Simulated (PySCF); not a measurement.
TeO: frontier orbitals

PBE at R = 1.816 Å; basis Te def2-TZVPP with ECP28, O def2-TZVPP; scalar-relativistic core potentials; PySCF 2.14. State: ³Σ⁻ (triplet), unpaired electrons π ↑↑. Only the outer orbitals are listed, counted within each symmetry, core potentials removing the inner ones.

```tsv
spin	orbital	occ.	ε (eV)	on Te (%)	main shells (%)
α	5σ	1	-24.10	17	80 O s, 10 Te s
α	6σ	1	-15.48	83	81 Te s, 10 O s
α	7σ	1	-9.26	35	60 O p, 29 Te p
α	3π	1	-8.94	35	65 O p, 33 Te p
α	3π	1	-8.94	35	65 O p, 33 Te p
α	4π	1	-5.73	70	67 Te p, 30 O p
α	4π	1	-5.73	70	67 Te p, 30 O p
α	8σ	0	-2.09	90	73 Te p, 16 O p, 12 Te d
α	5π	0	2.92	101	100 Te p
α	5π	0	2.92	101	100 Te p
β	5σ	1	-23.20	19	78 O s, 12 Te s
β	6σ	1	-14.54	81	79 Te s, 12 O s
β	7σ	1	-8.76	37	59 O p, 28 Te p
β	3π	1	-7.86	38	62 O p, 35 Te p
β	3π	1	-7.86	38	62 O p, 35 Te p
β	4π	0	-4.35	68	66 Te p, 32 O p
β	4π	0	-4.35	68	66 Te p, 32 O p
β	8σ	0	-1.59	90	74 Te p, 16 O p, 11 Te d
```

Which are the highest filled and the lowest empty level, where do they sit, and how wide is the gap?

Highest filled α 4π at -5.73 eV (in %: 67 Te p, 30 O p); lowest empty β 4π at -4.35 eV (in %: 66 Te p, 32 O p); the gap at PBE is 1.38 eV. Both belong to one degenerate shell, split only by its one-sided filling, so this is no excitation gap.

- bond order (Mayer): 1.96
- ⟨S²⟩: 2.004
- charge on Te (Mulliken, basis-dependent): 0.44
- charge on Te (Löwdin, basis-dependent): 0.41
- dipole moment (positive dipole means Te(−)O(+)): -2.73 D
- polarisability along the bond: 44.7 bohr³
- polarisability across the bond: 27.3 bohr³

Shares are Mulliken populations and can fall outside 0 to 100 %.

Spin–orbit coupling is left out. The state was picked by a PBE0 search and need not be the measured ground state.
